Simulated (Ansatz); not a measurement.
The same ligand exchange along the group Si, Ge, Sn.

Calculated with Ansatz (gas phase, PBE0-D4/def2-TZVP geometries, no zero-point term in ΔE). CBS: MP2 limit from def2 TZ/QZ plus the TZ coupled-cluster correction, frozen cores. Small cases extrapolate CCSD(T) itself. Functionals use def2-TZVPP. def2 core potentials past Kr. For Ge, Sn outer-core shells are correlated without core-valence functions, which leaves a few kJ/mol of doubt a bond. Scalar relativity is left out up to krypton. Each species was taken in one conformer, which may not be the lowest.

```json
{"reaction": "`F[Si](S)(Cl)Cl` + H–F → `F[Si](F)(Cl)Cl` + H₂S", "CCSD(T)/CBS(def2) (eV)": "?"}
{"reaction": "`[F][Ge]([SH])([Cl])[Cl]` + H–F → `[F][Ge]([F])([Cl])[Cl]` + H₂S", "CCSD(T)/CBS(def2) (eV)": "-0.02"}
{"reaction": "`[F][Sn]([SH])([Cl])[Cl]` + H–F → `[F][Sn]([F])([Cl])[Cl]` + H₂S", "CCSD(T)/CBS(def2) (eV)": "0.27"}
```

Fill in the missing values. (Estimate.)

Computed: `F[Si](S)(Cl)Cl` + H–F → `F[Si](F)(Cl)Cl` + H₂S: -0.88 eV.

Largest T1 diagnostic: 0.013, for `[F][Sn]([F])([Cl])[Cl]`.

Extrapolated directly: `F[Si](S)(Cl)Cl` + H–F → `F[Si](F)(Cl)Cl` + H₂S.
